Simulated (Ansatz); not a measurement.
Basis-set extrapolation for C₄H₈O₂Si (`C=C[Si](O)(O)C=C`) (PBE0-D4/def2-TZVP geometry, frozen core, the Gaussian-basis code of Ansatz). Multiplicity 1, RHF reference.

```csv
,def2-TZVPP,def2-QZVPP
HF,-595.012402,-595.035875
MP2 correlation,-1.238073,-1.328238
CCSD(T) correlation,-1.337283,not run
```

Energies in hartree. Use E(X) = E(∞) + A·exp(−7.88·√X) for Hartree–Fock and E(X) = E(∞) + B·X^(−2.97) for correlation, with X = 3 and 4, and add CCSD(T) minus MP2 of the smaller set to the MP2 limit.

Task: What is the CCSD(T) energy at the basis-set limit?

Result: HF limit: -595.035875 + (-0.023473) × 0.13774 = -595.03911. MP2 limit: -1.328238 + (-0.090165) × 0.74074 = -1.39503. Higher-order term: -1.337283 − (-1.238073) = -0.09921. Total: -596.53335 hartree, 115.3 kcal/mol below CCSD(T)/def2-TZVPP.
